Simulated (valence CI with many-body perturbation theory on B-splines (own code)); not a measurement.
## E1 transitions of Pm³⁰⁺

Calculated by valence CI with perturbative core correlation (CI+MBPT): three valence electrons over a frozen Dirac-Fock core [Ar] 3d10, radial functions for each j: 11 s, 11 p, 9 d, 7 f, 5 g, 2 h, 1 i, with the one-electron correlation potential Σ1 (screened to all orders), the two-electron term Σ2, the three-electron term Σ3, Breit, model QED; selected single and double excitations, second order for the rest (own B-spline code, finite nucleus).

No measured spectrum was set against this ion. As an estimate, large intervals hold to a few tenths of a per cent, small ones and those within an open d or f shell to about a per cent.

Lines 101 to 150 of 274 in falling wavelength, among levels below 349.48 eV, chosen from the strongest by gf and those to the six lowest levels. Wavelengths and rates use the calculated energies. Electric multipoles are in the length gauge, E1 and E2 with the static RPA response of the core. Weak lines are less certain than strong ones. Lines between different terms over intervals too small for the method are left out, as are lines whose strength nearly cancels. Where a level lies close to another of its J and parity, the split of strength between their lines is uncertain. The highest levels of a list are the least certain.

Levels are named by their leading jj configuration (3d3/2^4 stands for four electrons in 3d with j = 3/2), which in mixed levels can hold well under half, so a name can repeat and another be missing. Letters in brackets count levels of one name in rising energy.

```tsv
λ vac (Å)	Upper	Lower	A (s⁻¹)	S (a.u.) with core polarisation	S without
112.6	(4s 4p3/2 4d5/2) J=5/2 [b]	(4s^2 4d5/2) J=5/2	1.26e+11	5.33e-01	5.73e-01
112.2	(4p1/2 4p3/2 4d5/2) J=5/2 [c]	(4s 4p1/2 4d5/2) J=5/2 [a]	3.98e+10	1.67e-01	1.79e-01
111.3	(4p1/2 4p3/2^2) J=3/2	(4s 4p1/2 4p3/2) J=3/2 [a]	7.67e+10	2.09e-01	2.24e-01
111.1	(4p1/2 4p3/2 4d5/2) J=5/2 [a]	(4s 4p1/2 4d3/2) J=5/2	3.10e+10	1.26e-01	1.35e-01
110.8	(4s 4p3/2 4d3/2) J=5/2 [b]	(4s 4p3/2^2) J=3/2	1.66e+10	6.68e-02	7.23e-02
109.0	(4s 4p3/2 4d3/2) J=7/2	(4s 4p3/2^2) J=5/2	1.81e+10	9.28e-02	9.92e-02
109.0	(4s 4p3/2 4d3/2) J=3/2 [a]	(4s 4p3/2^2) J=5/2	5.92e+10	1.51e-01	1.62e-01
108.3	(4p1/2 4p3/2 4d5/2) J=5/2 [b]	(4s 4p1/2 4d3/2) J=5/2	4.86e+10	1.82e-01	1.95e-01
107.6	(4s 4p3/2 4d3/2) J=3/2 [c]	(4s^2 4d3/2) J=3/2	2.38e+11	5.86e-01	6.29e-01
107.1	(4s 4p1/2 4d3/2) J=5/2	(4s 4p1/2 4p3/2) J=3/2 [a]	1.44e+10	5.22e-02	5.57e-02
107.0	(4p1/2 4p3/2 4d5/2) J=3/2 [a]	(4p1/2 4p3/2^2) J=3/2	5.48e+10	1.33e-01	1.42e-01
106.9	(4s 4p3/2 4d3/2) J=1/2 [b]	(4s 4p3/2^2) J=3/2	1.09e+11	1.31e-01	1.41e-01
106.3	(4p1/2^2 4d5/2) J=5/2	(4p1/2^2 4p3/2) J=3/2	6.59e+10	2.34e-01	2.50e-01
105.6	(4s 4p1/2 4d3/2) J=3/2 [b]	(4s 4p1/2 4p3/2) J=5/2	5.62e+09	1.31e-02	1.39e-02
105.1	(4s 4p1/2 4d5/2) J=5/2 [a]	(4s 4p1/2 4p3/2) J=5/2	5.10e+10	1.75e-01	1.88e-01
105.0	(4s^2 4d3/2) J=3/2	(4s^2 4p3/2) J=3/2	1.73e+11	3.96e-01	4.24e-01
104.6	(4s 4p1/2 4d5/2) J=7/2	(4s 4p1/2 4p3/2) J=5/2	8.00e+10	3.61e-01	3.85e-01
104.3	(4p1/2 4p3/2 4d5/2) J=3/2 [b]	(4p1/2 4p3/2^2) J=1/2	1.02e+11	2.29e-01	2.45e-01
104.3	(4s 4p1/2 4d5/2) J=5/2 [b]	(4s 4p1/2 4p3/2) J=3/2 [b]	1.69e+11	5.69e-01	6.09e-01
104.2	(4p1/2 4p3/2 4d5/2) J=5/2 [a]	(4s 4p1/2 4d3/2) J=3/2 [a]	2.27e+10	7.60e-02	8.14e-02
104.1	(4s 4p1/2 4d5/2) J=3/2	(4s 4p1/2 4p3/2) J=1/2	2.00e+11	4.44e-01	4.76e-01
103.9	(4p1/2 4p3/2 4d3/2) J=3/2 [b]	(4p1/2 4p3/2^2) J=3/2	4.71e+10	1.04e-01	1.11e-01
103.6	(4p1/2 4p3/2 4d5/2) J=1/2	(4p1/2 4p3/2^2) J=1/2	2.31e+11	2.54e-01	2.71e-01
102.8	(4s 4p3/2 4d5/2) J=1/2	(4s 4p3/2^2) J=1/2	2.25e+11	2.41e-01	2.58e-01
102.7	(4s 4p3/2 4d5/2) J=5/2 [a]	(4s 4p3/2^2) J=5/2	1.90e+11	6.11e-01	6.53e-01
102.6	(4p1/2 4p3/2 4d5/2) J=5/2 [b]	(4p1/2 4p3/2^2) J=5/2	3.99e+10	1.28e-01	1.37e-01
102.6	(4p1/2 4p3/2^2) J=1/2	(4s 4p1/2 4p3/2) J=3/2 [a]	2.30e+09	2.45e-03	2.63e-03
102.4	(4s 4p1/2 4f7/2) J=7/2 [a]	(4s 4p1/2 4d5/2) J=5/2 [a]	3.68e+10	1.56e-01	1.66e-01
102.3	(4p1/2 4p3/2 4d3/2) J=3/2 [b]	(4p1/2 4p3/2^2) J=5/2	2.60e+10	5.50e-02	5.88e-02
102.3	(4s 4p3/2 4d5/2) J=1/2	(4s 4p3/2^2) J=3/2	6.32e+10	6.67e-02	7.14e-02
102.2	(4s 4p1/2 4f7/2) J=7/2 [c]	(4s 4p1/2 4d5/2) J=5/2 [b]	9.59e+10	4.04e-01	4.29e-01
101.3	(4p1/2 4p3/2 4d5/2) J=7/2 [b]	(4p1/2 4p3/2^2) J=5/2	9.88e+10	4.06e-01	4.33e-01
101.3	(4s 4p1/2 4d5/2) J=3/2	(4s 4p1/2 4p3/2) J=3/2 [b]	9.01e+10	1.85e-01	1.98e-01
100.9	(4p1/2 4p3/2 4d5/2) J=5/2 [c]	(4p1/2 4p3/2^2) J=3/2	8.26e+10	2.52e-01	2.68e-01
100.8	(4s 4p1/2 4f7/2) J=9/2	(4s 4p1/2 4d5/2) J=7/2	9.33e+10	4.71e-01	4.99e-01
100.8	(4p3/2^2 4d5/2) J=7/2	(4s 4p1/2 4d5/2) J=5/2 [b]	4.87e+10	1.97e-01	2.09e-01
100.6	(4s 4p1/2 4d3/2) J=3/2 [b]	(4s 4p1/2 4p3/2) J=3/2 [a]	3.55e+10	7.15e-02	7.64e-02
100.6	(4s 4p1/2 4d3/2) J=1/2	(4s 4p1/2 4p3/2) J=3/2 [a]	7.13e+09	7.17e-03	7.68e-03
100.5	(4s^2 4d5/2) J=5/2	(4s^2 4p3/2) J=3/2	2.73e+11	8.20e-01	8.77e-01
100.5	(4s 4p3/2 4d5/2) J=3/2	(4s 4p3/2^2) J=1/2	1.55e+11	3.10e-01	3.31e-01
100.2	(4s 4p1/2 4d5/2) J=5/2 [a]	(4s 4p1/2 4p3/2) J=3/2 [a]	1.61e+11	4.79e-01	5.12e-01
99.98	(4s 4p3/2 4d5/2) J=3/2	(4s 4p3/2^2) J=3/2	3.46e+10	6.83e-02	7.30e-02
99.93	(4s 4p1/2 4f7/2) J=7/2 [b]	(4s 4p1/2 4d5/2) J=7/2	4.59e+10	1.81e-01	1.93e-01
99.84	(4s 4p3/2 4d3/2) J=3/2 [c]	(4s 4p3/2^2) J=1/2	1.38e+11	2.71e-01	2.90e-01
99.81	(4s 4p1/2 4f5/2) J=3/2	(4s 4p1/2 4d3/2) J=1/2	4.74e+10	9.30e-02	9.84e-02
99.79	(4s 4p1/2 4f5/2) J=3/2	(4s 4p1/2 4d3/2) J=3/2 [b]	2.73e+10	5.36e-02	5.69e-02
99.79	(4s^2 4f5/2) J=5/2	(4s^2 4d5/2) J=5/2	4.73e+10	1.39e-01	1.49e-01
99.73	(4s 4p1/2 4f5/2) J=5/2 [b]	(4s 4p1/2 4d5/2) J=5/2 [a]	1.80e+10	5.28e-02	5.61e-02
99.46	(4p1/2 4p3/2 4d5/2) J=5/2 [c]	(4p1/2 4p3/2^2) J=5/2	3.82e+10	1.11e-01	1.19e-01
99.46	(4s 4p1/2 4f7/2) J=7/2 [b]	(4s 4p1/2 4d5/2) J=5/2 [a]	1.46e+11	5.69e-01	6.05e-01
```
